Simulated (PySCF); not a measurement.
## Working out the excitation energy of Br²⁺

Br²⁺ [Ar] 3d10 4s2 4p3 (4S) → Br²⁺ [Ar] 3d10 4s2 4p2 5s1 (4P). All numbers are calculated (PySCF 2.14, the spin-free X2C one-electron Hamiltonian (Gaussian nucleus), in aug-cc-pVDZ-DK). Frozen: [Ar] 3d10. Energies in hartree (1 hartree = 27.21139 eV):

```
             part  Br²⁺ (lower)  Br²⁺ (upper)
              UHF  -2603.161868  -2602.491032
MP2 opposite-spin     -0.042307     -0.044080
    MP2 same-spin     -0.014899     -0.014060
```

**Question.** What does Hartree-Fock give?

**Answer.** (-2602.491032) − (-2603.161868) = 0.670836 hartree = 18.254 eV.

**Question.** What do MP2 and SCS-MP2 (6/5 opposite-spin, 1/3 same-spin) give?

**Answer.** The opposite-spin parts differ by -0.048 eV and the same-spin parts by 0.023 eV. MP2: 18.254 + (-0.048) + (0.023) = 18.229 eV. SCS-MP2: 18.254 + 1.2 × (-0.048) + (0.023)/3 = 18.204 eV.

A double-zeta basis recovers only part of the correlation energy.
